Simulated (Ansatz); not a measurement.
Input file for CH₉BSi₃, SMILES `B[SiH]1C[SiH2][SiH2]1`:

```yaml
crystal:
  periodic: [false, false, false]
  atoms:
    - {symbol: B, position_ang: [-0.762128, 1.733699, -0.800098]}
    - {symbol: Si, position_ang: [-0.844135, 0.739866, 0.820158]}
    - {symbol: C, position_ang: [0.589929, -0.066857, 1.695006]}
    - {symbol: Si, position_ang: [0.837240, -1.384244, 0.340109]}
    - {symbol: Si, position_ang: [-0.154248, -0.210477, -1.492705]}
    - {symbol: H, position_ang: [-1.828011, 1.998201, -1.279949]}
    - {symbol: H, position_ang: [0.205643, 2.406001, -1.020596]}
    - {symbol: H, position_ang: [-2.039306, -0.116886, 1.091346]}
    - {symbol: H, position_ang: [0.356746, -0.487851, 2.672199]}
    - {symbol: H, position_ang: [1.459330, 0.589508, 1.761294]}
    - {symbol: H, position_ang: [2.277334, -1.694309, 0.129180]}
    - {symbol: H, position_ang: [0.110784, -2.626425, 0.710907]}
    - {symbol: H, position_ang: [0.961714, 0.119184, -2.415880]}
    - {symbol: H, position_ang: [-1.183692, -1.028708, -2.182068]}
basis:
  gaussian: {orbitals: def2-TZVPP}
correlation: {method: ccsd_t}
```

```sh
$ ansatz run in.yaml --threads 4 --pin off --events-out ev --progress --plain --max-ram 10444MiB
```

Output of Ansatz, abridged:

```
Functional definition: HF
1779 factors; integrals over basis functions are off by at most 1.2e-3 eV
mean field evaluation 1: about -25427.0929 eV, gradient 3.3e1 eV
mean field evaluation 2: about -25427.4426 eV, gradient 3.3e1 eV
mean field evaluation 4: about -25431.2331 eV, gradient 3.9e0 eV
mean field evaluation 8: about -25431.3140 eV, gradient 3.1e-1 eV
mean field evaluation 16: about -25431.3148 eV, gradient 2.6e-6 eV
mean field -25431.31481673 eV, -934.5835815507 hartree, gradient 2.6e-6 eV, S^2 0.000000; 0 other end points of the search recorded, 0 dependent functions left out
17 core orbitals not correlated: weight in the atoms' cores, before any rotation towards them, 1.000 or more for the frozen orbitals, at most 0.000 for the correlated occupied ones
reference -25431.31481673 eV, -934.5835815507 hartree; 14, 14 occupied and 283, 283 virtual orbitals, 1779 factors
second order -18.16893367 eV of doubles, -0.00000000 eV of singles
cycle   1  -19.39123385 eV  change    -1.2e0 eV  update   1.1e-1
cycle   2  -19.98441308 eV  change   -5.9e-1 eV  update   3.4e-2
cycle   3  -20.07591438 eV  change   -9.2e-2 eV  update   1.5e-2
cycle   4  -20.06812162 eV  change    7.8e-3 eV  update   4.5e-3
cycle   5  -20.06600373 eV  change    2.1e-3 eV  update   1.9e-3
cycle   6  -20.06568207 eV  change    3.2e-4 eV  update   6.5e-4
cycle   7  -20.06561305 eV  change    6.9e-5 eV  update   2.6e-4
cycle   8  -20.06572479 eV  change   -1.1e-4 eV  update   1.2e-4
cycle   9  -20.06574916 eV  change   -2.4e-5 eV  update   4.5e-5
cycle  10  -20.06572326 eV  change    2.6e-5 eV  update   2.0e-5
perturbative correction -0.92812451 eV, -0.0341079466 hartree
Total energy: -25452.30866450 eV, -935.3550912261 hartree
```

Hardware: 4 threads of an Arm Neoverse V2 on a shared host. Wall time 12 min, peak host memory 4.1 GiB.

MP2 recovers 86.5 % of the CCSD(T) correlation energy and the triples give 4.4 %; T1 = 0.0142.
